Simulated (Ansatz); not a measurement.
BBrH₄Si (`[SiH3]BBr`), relaxed with RKS PBE0-D4/def2-TZVP in Ansatz 0.2.0 from a PBE-D4/def2-SVP geometry. The force threshold is 0.005 eV/Å; the program also tests the step.

Charge 0, multiplicity 1.

Start:

```xyz
7

Si    0.241   -0.830   -0.156
B    -0.417    1.080   -0.035
Br   -0.108    2.052    1.581
H    -0.368   -1.649    0.955
H     1.738   -0.855    0.031
H    -0.085   -1.489   -1.470
H    -1.001    1.691   -0.906
```

(1) How much energy does the relaxation release, and in how many steps? (Estimate.)

(2) Which bonds change most? (Best estimate.)

(3) Give the relaxed structure. (An estimate is asked.)

Answers

(1) Ansatz gave: 1.72 kJ/mol, in 3 steps.

(2) The calculation gave: B2–H7 from 1.214 to 1.192 Å; Si1–H5 from 1.509 to 1.489 Å; Si1–H4 from 1.508 to 1.489 Å; Si1–H6 from 1.506 to 1.487 Å.

(3) Computed: 
```xyz
7

Si    0.243   -0.831   -0.155
B    -0.415    1.069   -0.040
Br   -0.108    2.034    1.569
H    -0.368   -1.627    0.945
H     1.721   -0.842    0.027
H    -0.084   -1.476   -1.454
H    -0.988    1.674   -0.892
```
